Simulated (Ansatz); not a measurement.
Pb2S5⁻, 7 atoms. Hardware: 4 threads of AMD EPYC 7571 on a shared host.

In the def2 sets Pb takes a core potential; there is no spin–orbit coupling. Correlated methods freeze 33 core orbitals; core or outer-core shells of Pb are correlated, in sets that lack core-valence functions.

Q: How many basis functions does each of these Ansatz runs have, and roughly what does it cost? PBE0-D4/def2-SVP, charge 0 triplet at the geometry of the charge -1 doublet, energy; MP2/def2-SVPD, charge -1 doublet, energy, from earlier orbitals; LDA (SPW92)/def2-SVP, charge 0 triplet at the geometry of the charge -1 doublet, energy, from earlier orbitals; PBE0-D4/def2-SVPD, charge -1 doublet, energy, from earlier orbitals; LDA (SPW92)/def2-TZVPD, charge 0 singlet at the geometry of the charge -1 doublet, energy, from earlier orbitals; RPA@PBE/def2-SVPD, charge -1 doublet, energy, from earlier orbitals; r2SCAN-D4/def2-SVP, charge -1 doublet, energy and forces, from earlier orbitals; PBE-D4/def2-SVP, charge -1 doublet, energy with a search over starts; PBE-D4/def2-SVP, charge -1 doublet, energy, from earlier orbitals; PBE-D4/def2-SVP, charge 0 triplet at the geometry of the charge -1 doublet, energy, from earlier orbitals; PBE0-D4/def2-SVP, charge -1 doublet, energy, from earlier orbitals; PBE-D4/def2-SVPD, charge -1 doublet, relaxation, 6 steps.

A: Other jobs shared the machine, so times can vary by a factor of up to 3. A dash marks memory too small to be measured apart from the calling script's.

```tsv
run	functions	fitting or Cholesky vectors	wall time	peak host memory (GiB)
LDA (SPW92)/def2-SVP, charge 0 triplet at the geometry of the charge -1 doublet, energy, from earlier orbitals	142	1617	6.5 s	–
PBE-D4/def2-SVP, charge -1 doublet, energy, from earlier orbitals	142	1617	9 s	–
LDA (SPW92)/def2-TZVPD, charge 0 singlet at the geometry of the charge -1 doublet, energy, from earlier orbitals	342	2257	14 s	0.98
PBE0-D4/def2-SVP, charge -1 doublet, energy, from earlier orbitals	142	1492	15 s	0.78
PBE-D4/def2-SVP, charge 0 triplet at the geometry of the charge -1 doublet, energy, from earlier orbitals	142	1617	16 s	–
r2SCAN-D4/def2-SVP, charge -1 doublet, energy and forces, from earlier orbitals	142	1617	28 s	–
PBE0-D4/def2-SVP, charge 0 triplet at the geometry of the charge -1 doublet, energy	142	1492	30 s	0.87
PBE0-D4/def2-SVPD, charge -1 doublet, energy, from earlier orbitals	199	2067	30 s	1.1
RPA@PBE/def2-SVPD, charge -1 doublet, energy, from earlier orbitals	199	2067	35 s	0.87
MP2/def2-SVPD, charge -1 doublet, energy, from earlier orbitals	199	2067	42 s	1.2
PBE-D4/def2-SVP, charge -1 doublet, energy with a search over starts	142	1617	45 s	–
PBE-D4/def2-SVPD, charge -1 doublet, relaxation, 6 steps	199	2036	66 s	–
```
